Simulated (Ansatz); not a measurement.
The inner images of a band of C$_{2}$H$_{7}$FOSSi$_{2}$ (14 atoms, charge 0, multiplicity 1) are given out of order.

Level of theory: RKS PBE/STO-3G (Ansatz 0.2.0).

Initial state:

```xyz
14
Properties=species:S:1:pos:R:3
C -0.871 -2.616 -0.022
O -1.279 -1.207 0.119
Si -0.095 -0.163 -0.623
F 0.047 -0.704 -2.183
Si -0.357 2.019 -0.086
C 1.357 1.795 0.739
S 1.823 0.032 0.367
H -1.694 -3.241 0.394
H 0.061 -2.866 0.548
H -0.710 -2.933 -1.084
H -1.407 2.399 0.855
H -0.336 3.003 -1.165
H 2.123 2.488 0.336
H 1.325 1.964 1.834
```

Final state:

```xyz
14
Properties=species:S:1:pos:R:3
C -0.870 -2.112 0.324
O -0.771 -1.737 -1.093
Si 0.073 -0.220 -1.264
F 0.130 -0.130 -2.913
Si -0.439 1.629 -0.034
C 1.335 1.395 0.648
S 1.987 -0.095 -0.254
H -1.287 -3.145 0.365
H -1.558 -1.449 0.911
H 0.118 -2.119 0.853
H -1.461 1.552 1.008
H -0.606 2.906 -0.723
H 1.985 2.273 0.459
H 1.353 1.221 1.742
```

Problem. Put them in order from the first end to the last, with their energies above the first end.
A.
```xyz
14
Properties=species:S:1:pos:R:3
C -0.808 -2.400 0.216
O -1.336 -1.378 -0.696
Si -0.183 -0.114 -1.042
F -0.147 -0.141 -2.696
Si -0.382 1.910 -0.026
C 1.366 1.494 0.642
S 1.745 -0.188 -0.059
H -1.674 -3.010 0.564
H -0.291 -1.989 1.120
H -0.086 -3.100 -0.280
H -1.362 2.063 1.046
H -0.396 3.135 -0.822
H 2.132 2.225 0.315
H 1.410 1.465 1.749
```
B.
```xyz
14
Properties=species:S:1:pos:R:3
C -0.810 -2.546 0.054
O -1.380 -1.203 -0.143
Si -0.167 -0.127 -0.789
F -0.033 -0.531 -2.389
Si -0.364 2.017 -0.092
C 1.327 1.666 0.739
S 1.733 -0.082 0.247
H -1.601 -3.175 0.523
H 0.078 -2.550 0.738
H -0.501 -3.052 -0.898
H -1.413 2.347 0.868
H -0.290 3.096 -1.072
H 2.126 2.355 0.399
H 1.284 1.755 1.843
```
C.
```xyz
14
Properties=species:S:1:pos:R:3
C -0.835 -2.207 0.309
O -0.951 -1.649 -1.046
Si -0.010 -0.188 -1.217
F 0.031 -0.092 -2.866
Si -0.431 1.714 -0.033
C 1.334 1.421 0.644
S 1.917 -0.118 -0.224
H -1.527 -3.079 0.364
H -1.126 -1.497 1.124
H 0.196 -2.575 0.545
H -1.447 1.726 1.016
H -0.536 2.977 -0.760
H 2.020 2.263 0.429
H 1.353 1.274 1.743
```
D.
```xyz
14
Properties=species:S:1:pos:R:3
C -0.793 -2.477 0.131
O -1.399 -1.267 -0.442
Si -0.184 -0.112 -0.931
F -0.065 -0.322 -2.569
Si -0.377 1.975 -0.067
C 1.330 1.571 0.705
S 1.707 -0.156 0.120
H -1.619 -3.083 0.569
H -0.054 -2.260 0.946
H -0.271 -3.121 -0.624
H -1.404 2.204 0.945
H -0.333 3.144 -0.940
H 2.126 2.268 0.374
H 1.322 1.606 1.812
```
E.
```xyz
14
Properties=species:S:1:pos:R:3
C -0.818 -2.318 0.269
O -1.153 -1.526 -0.923
Si -0.108 -0.144 -1.134
F -0.094 -0.082 -2.787
Si -0.405 1.822 -0.020
C 1.355 1.459 0.638
S 1.828 -0.155 -0.158
H -1.654 -3.036 0.433
H -0.697 -1.722 1.208
H 0.118 -2.920 0.139
H -1.397 1.914 1.048
H -0.462 3.064 -0.787
H 2.083 2.247 0.362
H 1.393 1.368 1.742
```

Solution. B (+1.2 kJ/mol), D (+4.5 kJ/mol), A (+6.4 kJ/mol), E (+4.0 kJ/mol), C (-0.7 kJ/mol).

Time of the run: 100 s on 1 thread of AMD EPYC 9R45 96-Core Processor (Zen 5), with other jobs on the host, peak memory 0.25 GiB.
